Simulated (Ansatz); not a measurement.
Species: C₄H₉O (charge 0, doublet). It need not be the lowest isomer of its formula. SMILES: COC([CH2])C
Geometry from a B3LYP-D3(BJ)/def2-TZVP (Ansatz, an electronic-structure program) optimisation:
```xyz
14

C     -0.1546     1.5694     0.1268
C     -0.4601     0.1184     0.2512
C     -1.7758    -0.2556    -0.4345
O      0.5459    -0.6937    -0.3490
C      1.7803    -0.6723     0.3372
H     -0.5508     2.2840     0.8348
H      0.3338     1.9350    -0.7669
H     -0.5388    -0.1446     1.3182
H     -1.7160    -0.0316    -1.5001
H     -1.9667    -1.3226    -0.3101
H     -2.6052     0.3067    -0.0047
H      2.2208     0.3308     0.3574
H      2.4519    -1.3463    -0.1923
H      1.6653    -1.0215     1.3718
```
Charge 0, spin multiplicity 2.

Wanted: atomisation energy (electronic, to ground-state atoms), in kcal/mol. Valence correlation only, unless marked. UHF or UKS for open shells. No spin-orbit coupling. No relativistic terms. The coupled-cluster limit lacks core correlation, which all-electron functionals hold. Basis-set limits of correlation are two-point, X^-3; Hartree-Fock from the larger set.

```
level                                program  atomisation energy (kcal/mol)
----------------------------  --------------  -----------------------------
SVWN5/def2-TZVPD                      Ansatz                         1466.4
PBE0/STO-3G                           Ansatz                         1514.8
PBE0-D3(BJ)/def2-TZVPD        Ansatz + dftd3                         1290.9
PBE0/def2-TZVP                        Ansatz                         1285.7
SCS-MP2/cc-pVTZ                       Ansatz                         1262.1
CCSD/cc-pVQZ                          Ansatz                         1252.8
CCSD(T)/CBS(cc-pVTZ,cc-pVQZ)          Ansatz                         1281.1
```
